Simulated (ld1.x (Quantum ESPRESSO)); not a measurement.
# B (Z = 5): one change to a PAW potential, before and after

```
Element                 : B (Z = 5)
Generator               : ld1.x (Quantum ESPRESSO) 7.5
Type                    : PAW
Functional              : PW91
Relativity              : scalar-relativistic
Frozen core             : [He]
Valence charge          : 3
Reference configuration : 2s2 2p1
Partial waves           : 2s (bound): rcut 1.30, rcutus 1.55 bohr; 2s channel at 0.1 Ry: rcut 1.30, rcutus 1.55 bohr; 2p (bound): rcut 2.70, rcutus 3.55 bohr; 2p channel at 0.45 Ry: rcut 2.70, rcutus 3.55 bohr
Local potential         : all-electron potential smoothed inside 2.95 bohr (lloc = -2)
Core correction         : Bessel-smoothed model core inside 1.45 bohr
Augmentation charge     : PSQ, inside the norm-conserving radii
```

Change: local potential all-electron potential smoothed inside 2.52 bohr (lloc = -2).

Cutoffs: the cutoffs (Ry, on a coarse ladder) from which the occupation-weighted sum of valence levels, in a spherical-Bessel basis at the reference potential, stays within 10 and 1 mRy of its value at 400 Ry; they do not see the model core or the augmentation charge, which bear on the density cutoff. Errors are all-electron minus pseudo energies relative to the spin-unpolarised reference configuration.

Task: How do hardness, ghosts and transferability respond?

Result: Both files are very soft, the changed one slightly harder (loose and tight cutoff 6 and 8 Ry → 6 and 10 Ry on this coarse ladder); of the 7 tests that both files solve, the error grows in 4 and shrinks in 0 by more than 15 % and 0.3 meV (median size 0.7 → 0.8 meV); neither file shows a bound ghost. That the errors move this way runs against the usual rule that smaller radii transfer better.

```csv
quantity,base,changed
"cutoff, loose",6 Ry,6 Ry
"cutoff, tight",8 Ry,10 Ry
bound ghosts,none,none
"error for 2s2 2p0, meV [ΔE 8.27 eV]",+0.7,-0.4
"error for 2s1 2p0, meV [ΔE 33.74 eV]",+5.0,-6.7
"error for 2s2 2p0.5, meV [ΔE 2.91 eV]",-0.1,-0.4
"error for 2s1 2p2, meV [ΔE 5.85 eV]",-0.5,-0.8
"error for 2s2 2p1.3, meV [ΔE -0.75 eV]",0.0,0.0
"error for 2s1 2p1, meV [ΔE 14.41 eV]",-5.7,-7.4
"error for 2s0 2p3, meV [ΔE 11.72 eV]",-4.4,-4.5
s: phases at 3.85 bohr within 0.05 rad from the reference energy up to (Ry; the scan ends near 5),2.8,3.5
p: phases at 3.85 bohr within 0.05 rad from the reference energy up to (Ry; the scan ends near 5),2.8,3.0
lowest overlap eigenvalue by channel,"s 0.43, p 0.20","s 0.36, p 0.21"
```
